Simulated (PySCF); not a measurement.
CH3BFI, singlet, geometry from GFN2-xTB (core potentials on I); DF-R2SCAN/def2-QZVP in PySCF.

Here is a job for PySCF.
```python
from pyscf import gto, scf, dft

mol = gto.Mole()
mol.atom = '''
    B     0.49254947    0.75982620   -0.93338629
    F     1.78981199    0.95147662   -0.94788553
    I    -0.26138611   -0.48437521    0.60492423
    C    -0.44025094    1.42417332   -2.00627773
    H    -1.19183867    2.06127275   -1.53873908
    H    -0.99825184    0.67314066   -2.56659652
    H     0.11400497    2.03001232   -2.72008091
'''
mol.basis = 'def2-qzvp'
mol.ecp = {'I': 'def2-qzvp'}
mol.verbose = 4
mol.max_memory = 1800
mol.build()

mf = dft.RKS(mol)
mf.xc = 'r2scan'
mf = mf.density_fit(auxbasis='def2-universal-jkfit')
mf.kernel()
```

What the program printed (banner, timings and long lists left out):

```
PySCF version 2.14.0

[INPUT] verbose = 4
[INPUT] num. atoms = 7
[INPUT] num. electrons = 48
[INPUT] charge = 0
[INPUT] spin (= nelec alpha-beta = 2S) = 0
[INPUT] symmetry False subgroup None
[INPUT] Mole.unit = angstrom
[INPUT] Symbol           X                Y                Z      unit          X                Y                Z       unit  Magmom
[INPUT]  1 B      0.492549470000   0.759826200000  -0.933386290000 AA    0.930783601100   1.435863420269  -1.763844456524 Bohr   0.0
[INPUT]  2 F      1.789811990000   0.951476620000  -0.947885530000 AA    3.382254475563   1.798030225727  -1.791244049138 Bohr   0.0
[INPUT]  3 I     -0.261386110000  -0.484375210000   0.604924230000 AA   -0.493948160665  -0.915336488429   1.143141120813 Bohr   0.0
[INPUT]  4 C     -0.440250940000   1.424173320000  -2.006277730000 AA   -0.831953702682   2.691297528713  -3.791315439514 Bohr   0.0
[INPUT]  5 H     -1.191838670000   2.061272750000  -1.538739080000 AA   -2.252248670966   3.895240965529  -2.907795438365 Bohr   0.0
[INPUT]  6 H     -0.998251840000   0.673140660000  -2.566596520000 AA   -1.886422580943   1.272051490709  -4.850164495062 Bohr   0.0
[INPUT]  7 H      0.114004970000   2.030012320000  -2.720080910000 AA    0.215438170139   3.836167314293  -5.140207956558 Bohr   0.0

nuclear repulsion = 164.576609749535
number of shells = 103
number of NR pGTOs = 481
number of NR cGTOs = 343
basis = def2-qzvp
ecp = {'I': 'def2-qzvp'}

******** <class 'pyscf.df.df_jk.DFRKS'> ********
method = DFRKS
initial guess = minao
damping factor = 0
level_shift factor = 0
DIIS = <class 'pyscf.scf.diis.CDIIS'>
diis_start_cycle = 1
diis_space = 8
diis_damp = 0
SCF conv_tol = 1e-09
SCF conv_tol_grad = None
SCF max_cycles = 50
direct_scf = False
XC library pyscf.dft.libxc version 7.1.2
    S. Lehtola, C. Steigemann, M. J. T. Oliveira, and M. A. L. Marques,  SoftwareX 7, 1–5 (2018)
XC functionals = r2scan
    J. W. Furness, A. D. Kaplan, J. Ning, J. P. Perdew, and J. Sun,  J. Phys. Chem. Lett. 11, 8208–8215 (2020)
    J. W. Furness, A. D. Kaplan, J. Ning, J. P. Perdew, and J. Sun,  J. Phys. Chem. Lett. 11, 9248–9248 (2020)
    J. W. Furness, A. D. Kaplan, J. Ning, J. P. Perdew, and J. Sun,  J. Phys. Chem. Lett. 11, 8208–8215 (2020)
    J. W. Furness, A. D. Kaplan, J. Ning, J. P. Perdew, and J. Sun,  J. Phys. Chem. Lett. 11, 9248–9248 (2020)
radial grids:
    Treutler-Ahlrichs [JCP 102, 346 (1995); DOI:10.1063/1.469408] (M4) radial grids

becke partition: Becke, JCP 88, 2547 (1988); DOI:10.1063/1.454033
pruning grids: <function nwchem_prune>
grids dens level: 3
symmetrized grids: False
atomic radii adjust function: <function treutler_atomic_radii_adjust>
small_rho_cutoff = 0
Set gradient conv threshold to 3.16228e-05
Initial guess from minao.
tot grids = 93808
init E= -415.334562267853
  HOMO = -0.667895486810153  LUMO = -0.562098317076778  gap/eV = 2.87889
cycle= 1 E= -460.121988022647  delta_E= -44.8  |g|= 4.28  |ddm|= 32.4
  HOMO = 0.00616263852170178  LUMO = 0.0336052860454122  gap/eV = 0.74675
cycle= 2 E= -456.06266225999  delta_E= 4.06  |g|= 5.39  |ddm|= 60.8
  HOMO = -0.162924320378764  LUMO = -0.052882175428273  gap/eV = 2.99440
cycle= 3 E= -461.883135104424  delta_E= -5.82  |g|= 1.39  |ddm|= 60.6
  HOMO = -0.243928550305486  LUMO = -0.133039765564678  gap/eV = 3.01744
cycle= 4 E= -462.202492787453  delta_E= -0.319  |g|= 1.19  |ddm|= 2.86
  HOMO = -0.213043160080285  LUMO = -0.050913500893472  gap/eV = 4.41177
cycle= 5 E= -462.509918089447  delta_E= -0.307  |g|= 0.23  |ddm|= 0.697
  HOMO = -0.25278401639351  LUMO = -0.0606206538270122  gap/eV = 5.22903
cycle= 6 E= -462.520610733983  delta_E= -0.0107  |g|= 0.11  |ddm|= 0.252
  HOMO = -0.254296437139464  LUMO = -0.0573058852804529  gap/eV = 5.36039
cycle= 7 E= -462.522420532384  delta_E= -0.00181  |g|= 0.0345  |ddm|= 0.0705
  HOMO = -0.251065020093593  LUMO = -0.0571517805825472  gap/eV = 5.27665
cycle= 8 E= -462.522675461749  delta_E= -0.000255  |g|= 0.007  |ddm|= 0.0275
  HOMO = -0.250839130073343  LUMO = -0.0565357237267996  gap/eV = 5.28726
cycle= 9 E= -462.522683051804  delta_E= -7.59e-06  |g|= 0.004  |ddm|= 0.00576
  HOMO = -0.25098149304935  LUMO = -0.0567193396028749  gap/eV = 5.28614
cycle= 10 E= -462.522685799413  delta_E= -2.75e-06  |g|= 0.000867  |ddm|= 0.00181
  HOMO = -0.251051018486331  LUMO = -0.0567771153798269  gap/eV = 5.28646
cycle= 11 E= -462.522685958608  delta_E= -1.59e-07  |g|= 0.000261  |ddm|= 0.000752
  HOMO = -0.251040755802144  LUMO = -0.0567547995048869  gap/eV = 5.28679
cycle= 12 E= -462.522685969581  delta_E= -1.1e-08  |g|= 7e-05  |ddm|= 0.000186
  HOMO = -0.251038600895483  LUMO = -0.0567511297125911  gap/eV = 5.28683
cycle= 13 E= -462.52268597004  delta_E= -4.59e-10  |g|= 2.01e-05  |ddm|= 4.78e-05
  HOMO = -0.251038041711682  LUMO = -0.0567521842006506  gap/eV = 5.28679
Extra cycle  E= -462.522685969994  delta_E= 4.54e-11  |g|= 2.65e-05  |ddm|= 2.6e-05
converged SCF energy = -462.522685969994
```
